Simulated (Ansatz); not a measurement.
Species: C2H5BF (charge -1, singlet). It need not be the lowest isomer of its formula. Whether it binds its extra electron was not tested at this geometry. 
Geometry from a B3LYP-D3(BJ)/def2-TZVP (Ansatz, an electronic-structure program) optimisation:
SMILES: [CH2-]B(C)F
```xyz
9

C      1.3369    -0.6555    -0.4673
B      0.1242    -0.0088    -0.0097
C     -1.3855    -0.4967    -0.2770
F      0.1471     1.1829     0.7610
H      2.3389    -0.2809    -0.2570
H      1.3219    -1.5700    -1.0588
H     -1.4189    -1.4157    -0.8708
H     -1.9241    -0.6883     0.6622
H     -1.9715     0.2652    -0.8108
```
Charge -1, spin multiplicity 1.

Basis-set convergence of Hartree-Fock and MP2 correlation energies (hartree) with Ansatz. Correlated levels leave the core frozen unless marked. No spin-orbit coupling. No relativistic terms. This anion needs diffuse functions, which these sets lack.

```json
[
 {"basis": "cc-pVDZ", "functions": "81", "E(HF)": "-202.81125", "E(corr, MP2)": "-0.56784"},
 {"basis": "cc-pVTZ", "functions": "190", "E(HF)": "-202.88295", "E(corr, MP2)": "-0.72117"},
 {"basis": "cc-pVQZ", "functions": "370", "E(HF)": "(withheld)", "E(corr, MP2)": "(withheld)"}
]
```

Q: Some entries are withheld; supply them.

A: 
- cc-pVQZ, E(HF): -202.90036
- cc-pVQZ, E(corr, MP2): -0.77528
